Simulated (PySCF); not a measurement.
# Lu2O3: from a saddle point downhill

PySCF 2.14.0, RKS BP86, Lu lcecp-1-SVP with ECP60, O def2-SVP; non-relativistic Hamiltonian with scalar-relativistic core potentials where named; density fitting; no spin-orbit coupling. Relaxed within the symmetry of its start, the geometry (D∞h) is

```xyz
5

Lu    0.0000    0.0000    2.1637
Lu    0.0000    0.0000   -2.1637
O     0.0000    0.0000    0.0000
O     0.0000    0.0000    4.0237
O     0.0000    0.0000   -4.0237
```

and its lowest harmonic modes are -192, -192, -145, -145, 53, 53 cm⁻¹ (negative: unstable). It was moved along the lowest mode and relaxed again, within the group C2v that the move left.

**Question.** Where does it end, and how much lower?

**Answer.** In C2v, 1.763 eV lower, after 25 steps:
```xyz
5

Lu    0.4315    0.3153    2.0082
Lu    0.4315    0.3153   -2.0082
O     0.6989    0.5106    0.0000
O    -1.0159   -0.7422    2.4212
O    -1.0159   -0.7422   -2.4212
```

**Question.** How do the contacts change?

**Answer.** 
```json
{"contact": "Lu1–O3 (O)", "saddle (Å)": "2.164", "end (Å)": "2.035"}
{"contact": "Lu1–O4 (O)", "saddle (Å)": "1.860", "end (Å)": "1.840"}
{"contact": "Lu2–O5 (O)", "saddle (Å)": "1.860", "end (Å)": "1.840"}
```


No frequency check is given for the end, and other unstable modes may remain.

An lcecp potential fixes the number of 4f electrons, so in runs with it no electron can move into or out of that shell.

State: singlet in the valence, with the 4f electrons in the core potential.
